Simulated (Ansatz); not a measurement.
Two isomers of CH7NO2Si: A = `NC(O)O[SiH3]`, B = `OCN[SiH2]O`.

Calculated with Ansatz (gas phase, PBE0-D4/def2-TZVP geometries, no zero-point term in ΔE). CCSD(T)/CBS adds triple-zeta CCSD(T) − MP2 to the extrapolated MP2 energy (def2 sets, frozen cores). Functionals use def2-TZVPP. B3LYP here is the variant with VWN-RPA as its local correlation; programs differ in this. One conformer a species, not always the lowest.

(1) Which is lower in electronic energy at CCSD(T)/CBS, and by how much? (An estimate is asked.)

(2) Give E(B) − E(A) in kJ/mol with MP2/def2-TZVPP, PBE-D4, CCSD(T)/def2-TZVPP, B3LYP, ωB97M-V, B3LYP-D4, r2SCAN-D4. (Estimate.)

Largest T1 diagnostic: 0.011.

Results:

(1) Computed: B, by 102.2 kJ/mol.

(2) Computed: MP2/def2-TZVPP -104.9, PBE-D4 -94.7, CCSD(T)/def2-TZVPP -97.4, B3LYP -96.3, ωB97M-V -97.4, B3LYP-D4 -97.8, r2SCAN-D4 -95.4. None reverses the order clearly.

In def2-TZVPP, CCSD(T) changes the Hartree–Fock value by −8.8 kJ/mol (the triples alone add −0.1 kJ/mol) and MP2 by −16.2 kJ/mol.
